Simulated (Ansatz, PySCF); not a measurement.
C3H10Si3, SMILES C1([SiH2][SiH2][SiH2]1)C=C. Atoms are numbered in the order given.

```xyz
16

C      3.3362    -0.3582     0.0000
C      2.1840     0.3239     0.0000
C      0.8137    -0.2650     0.0000
Si    -0.3801     0.1969    -1.4433
Si    -2.2157    -0.1709     0.0000
Si    -0.3801     0.1969     1.4433
H      3.3540    -1.4531     0.0000
H      4.3010     0.1555     0.0000
H      2.2260     1.4213     0.0000
H      0.8665    -1.3709     0.0000
H     -0.2471     1.6522    -1.7537
H     -0.1801    -0.5876    -2.6973
H     -3.3776     0.7617     0.0000
H     -2.6945    -1.5855     0.0000
H     -0.1801    -0.5876     2.6973
H     -0.2471     1.6522     1.7537
```

Coordinates come from a B3LYP-D3(BJ)/def2-SVP optimisation. The structure was generated by enumeration, and PubChem lists no compound with its InChIKey, so it may never have been made. One conformer was computed; it need not be the lowest.

Two levels are set side by side: PBE-D3(BJ)/def2-SVP (Ansatz, a first-principles code) and B3LYP-D3(BJ)/def2-SVP (Ansatz). Each level has its own optimised geometry; the coordinates shown are those of the second. Frequencies come from the Hessian of PySCF at each geometry. Differences are taken from unrounded values.

| quantity | B3LYP-D3(BJ) |
|---|---|
| mean bond length (Å) | 1.548 |
| bond C1–C2 (Å) | 1.339 |
| bond C2–C3 (Å) | 1.491 |
| bond C3–Si4 (Å) | 1.929 |
| bond C3–Si6 (Å) | 1.929 |
| bond Si4–Si5 (Å) | 2.364 |
| bond Si5–Si6 (Å) | 2.364 |
| bond C1–H7 (Å) | 1.095 |
| bond C1–H8 (Å) | 1.093 |
| bond C2–H9 (Å) | 1.098 |
| bond C3–H10 (Å) | 1.107 |
| bond Si4–H11 (Å) | 1.494 |
| bond Si4–H12 (Å) | 1.493 |
| bond Si5–H13 (Å) | 1.490 |
| bond Si5–H14 (Å) | 1.493 |
| bond Si6–H15 (Å) | 1.493 |
| bond Si6–H16 (Å) | 1.494 |
| highest harmonic wavenumber (cm⁻¹) | 3228 |
| mean harmonic wavenumber (cm⁻¹) | 1158 |
| zero-point energy (kcal/mol) | 69.51 |

**Question.** What does PBE-D3(BJ) give, and how far is it from B3LYP-D3(BJ)? (An estimate is asked for; the answer gives what the named calculation found.)

**Answer.** 
```json
[
 {"quantity": "mean bond length (Å)", "PBE-D3(BJ)": "1.556", "PBE-D3(BJ) minus B3LYP-D3(BJ)": "0.008"},
 {"quantity": "bond C1–C2 (Å)", "PBE-D3(BJ)": "1.348", "PBE-D3(BJ) minus B3LYP-D3(BJ)": "0.009"},
 {"quantity": "bond C2–C3 (Å)", "PBE-D3(BJ)": "1.491", "PBE-D3(BJ) minus B3LYP-D3(BJ)": "0.000"},
 {"quantity": "bond C3–Si4 (Å)", "PBE-D3(BJ)": "1.936", "PBE-D3(BJ) minus B3LYP-D3(BJ)": "0.007"},
 {"quantity": "bond C3–Si6 (Å)", "PBE-D3(BJ)": "1.936", "PBE-D3(BJ) minus B3LYP-D3(BJ)": "0.007"},
 {"quantity": "bond Si4–Si5 (Å)", "PBE-D3(BJ)": "2.364", "PBE-D3(BJ) minus B3LYP-D3(BJ)": "0.000"},
 {"quantity": "bond Si5–Si6 (Å)", "PBE-D3(BJ)": "2.364", "PBE-D3(BJ) minus B3LYP-D3(BJ)": "0.000"},
 {"quantity": "bond C1–H7 (Å)", "PBE-D3(BJ)": "1.103", "PBE-D3(BJ) minus B3LYP-D3(BJ)": "0.008"},
 {"quantity": "bond C1–H8 (Å)", "PBE-D3(BJ)": "1.101", "PBE-D3(BJ) minus B3LYP-D3(BJ)": "0.008"},
 {"quantity": "bond C2–H9 (Å)", "PBE-D3(BJ)": "1.107", "PBE-D3(BJ) minus B3LYP-D3(BJ)": "0.008"},
 {"quantity": "bond C3–H10 (Å)", "PBE-D3(BJ)": "1.115", "PBE-D3(BJ) minus B3LYP-D3(BJ)": "0.008"},
 {"quantity": "bond Si4–H11 (Å)", "PBE-D3(BJ)": "1.508", "PBE-D3(BJ) minus B3LYP-D3(BJ)": "0.014"},
 {"quantity": "bond Si4–H12 (Å)", "PBE-D3(BJ)": "1.507", "PBE-D3(BJ) minus B3LYP-D3(BJ)": "0.014"},
 {"quantity": "bond Si5–H13 (Å)", "PBE-D3(BJ)": "1.503", "PBE-D3(BJ) minus B3LYP-D3(BJ)": "0.013"},
 {"quantity": "bond Si5–H14 (Å)", "PBE-D3(BJ)": "1.507", "PBE-D3(BJ) minus B3LYP-D3(BJ)": "0.013"},
 {"quantity": "bond Si6–H15 (Å)", "PBE-D3(BJ)": "1.507", "PBE-D3(BJ) minus B3LYP-D3(BJ)": "0.014"},
 {"quantity": "bond Si6–H16 (Å)", "PBE-D3(BJ)": "1.508", "PBE-D3(BJ) minus B3LYP-D3(BJ)": "0.014"},
 {"quantity": "highest harmonic wavenumber (cm⁻¹)", "PBE-D3(BJ)": "3170", "PBE-D3(BJ) minus B3LYP-D3(BJ)": "-58"},
 {"quantity": "mean harmonic wavenumber (cm⁻¹)", "PBE-D3(BJ)": "1123", "PBE-D3(BJ) minus B3LYP-D3(BJ)": "-35"},
 {"quantity": "zero-point energy (kcal/mol)", "PBE-D3(BJ)": "67.40", "PBE-D3(BJ) minus B3LYP-D3(BJ)": "-2.11"}
]
```

GGA bonds tend to be longer and softer than those of functionals with exact exchange. Differences between two approximate levels are no errors against the true value.
